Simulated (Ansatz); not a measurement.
Isolated molecules relaxed with PBE0-D4/def2-TZVP in Ansatz; ΔE leaves out vibrations. CCSD(T)/CBS is the MP2 limit (def2-TZVPP, def2-QZVPP) plus CCSD(T) − MP2 in def2-TZVPP, frozen cores. For Ge, Mg outer-core shells are correlated without core-valence functions, which leaves a few kJ/mol of doubt a bond. Scalar relativity is left out up to krypton. Each species was taken in one conformer, which may not be the lowest.

Reaction (redistribution): `[GeH3][CH2][GeH3]` + `[F][Mg][Cl]` → `[F][GeH2][CH2][GeH3]` + `[MgH][Cl]`

```json
{"species": "`[GeH3][CH2][GeH3]`", "CCSD(T)/CBS(def2) energy (Eh)": "-4195.07612"}
{"species": "`[F][Mg][Cl]`", "CCSD(T)/CBS(def2) energy (Eh)": "-759.61026"}
{"species": "`[F][GeH2][CH2][GeH3]`", "CCSD(T)/CBS(def2) energy (Eh)": "-4294.31206"}
{"species": "`[MgH][Cl]`", "CCSD(T)/CBS(def2) energy (Eh)": "-660.33122"}
```

Work out ΔE.

ΔE = (-4294.31206) + (-660.33122) − (-4195.07612) − (-759.61026) = 0.04310 Eh = +113.2 kJ/mol.

Largest T1 diagnostic among the species: 0.011.

In def2-TZVPP, CCSD(T) changes the Hartree–Fock value by +11.7 kJ/mol (the triples alone add −0.1 kJ/mol) and MP2 by +19.0 kJ/mol.
